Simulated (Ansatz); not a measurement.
`C=CC[NH][GeH3]` + H₂ → `C=CC` + `[NH2][GeH3]` at 400 K and 1 bar (hydrogenolysis of a C–N bond).

Calculated with Ansatz (gas phase, PBE0-D4/def2-TZVP geometries, no zero-point term in ΔE). CCSD(T)/CBS adds triple-zeta CCSD(T) − MP2 to the extrapolated MP2 energy (def2 sets, frozen cores). This one scheme is used for every species. For Ge outer-core shells are correlated without core-valence functions, which leaves a few kJ/mol of doubt a bond. Scalar relativity is left out up to krypton. One conformer a species, not always the lowest.

```json
{"species": "`C=CC[NH][GeH3]`", "CCSD(T)/CBS energy (Eh)": "-2250.35470", "H − E (kJ/mol)": "327.1", "S (J/(mol·K))": "401.7"}
{"species": "H₂", "CCSD(T)/CBS energy (Eh)": "-1.17544", "H − E (kJ/mol)": "38.0", "S (J/(mol·K))": "139.0"}
{"species": "`C=CC`", "CCSD(T)/CBS energy (Eh)": "-117.74610", "H − E (kJ/mol)": "229.7", "S (J/(mol·K))": "285.2"}
{"species": "`[NH2][GeH3]`", "CCSD(T)/CBS energy (Eh)": "-2133.81884", "H − E (kJ/mol)": "149.5", "S (J/(mol·K))": "296.9"}
```

H − E and S are ideal-gas, rigid-rotor, harmonic terms from PBE0-D4/def2-TZVP, for one conformer and one mirror image of each species. For small species the MP2-based limit differs from directly extrapolated CCSD(T) by up to some mEh (0.8 for H₂); such offsets cancel only in part. 1 Eh = 2625.50 kJ/mol, R = 8.31446 J/(mol·K).

Question: By hand: ΔE, ΔH, ΔS and ΔG.

Answer: ΔE = (-117.74610) + (-2133.81884) − (-2250.35470) − (-1.17544) = -0.03480 Eh = -91.4 kJ/mol. Δ(H − E) = 229.7 + 149.5 − 327.1 − 38.0 = 14.1, so ΔH = -77.3 kJ/mol. ΔS = 285.2 + 296.9 − 401.7 − 139.0 = 41.4 J/(mol·K). ΔG = -77.3 − 400 × (41.4)/1000 = -93.9 kJ/mol.

Question: By hand: the equilibrium constant, and the temperature at which ΔG would vanish if ΔH and ΔS stayed fixed.

Answer: log₁₀ K = −ΔG/(RT ln 10) = 12.3. ΔH and −TΔS have one sign here, so there is no such temperature.

ΔH outweighs TΔS. A doubt of 5 kJ/mol in ΔE shifts log₁₀ K by 0.7 here. Other conformers and mirror images would add mixing entropy, several J/(mol·K) or more a flexible species. These are equilibria of isolated gas molecules and say nothing of rates. Largest T1 diagnostic: 0.011 (customary marks: 0.02 for closed shells, 0.045 for open ones).
